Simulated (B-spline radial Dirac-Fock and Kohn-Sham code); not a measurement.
**Ti: non-radiative channels of the 3p1/2 vacancy**

System: neutral titanium in the configuration [Ar] 3d2 4s2.

Model: independent-particle rates on relativistic LDA orbitals of the hole state (multipoles up to L = 3, Coulomb Auger matrix elements, transition energies from Dirac-Fock). Program: a radial atomic solver. Kinetic energies are configuration averages from the vacuum level; the two-hole energies are estimated from single-hole states.

| transition | kinetic energy (eV) | width (meV) | share (%) |
| --- | --- | --- | --- |
| M2-M4M4 | 15.69 | 15.0 | 8.3 |
| M2-M4M5 | 15.73 | 78.3 | 43.6 |
| M2-M5M5 | 15.77 | 1.96 | 1.1 |
| M2-M4N1 | 23.83 | 72.6 | 40.4 |
| M2-M5N1 | 23.87 | 11.7 | 6.5 |

Coster-Kronig rates are the weakest part of this model and often come out 1.5 to 2.5 times too large. The listed channels hold 100 % of the non-radiative rate. Summed by principal shells, of 0.180 eV in all: MMM 53.0 %, MMN 47.0 %.

Values without a named source are computed, but for edge energies of neutral atoms, which are taken from tables.
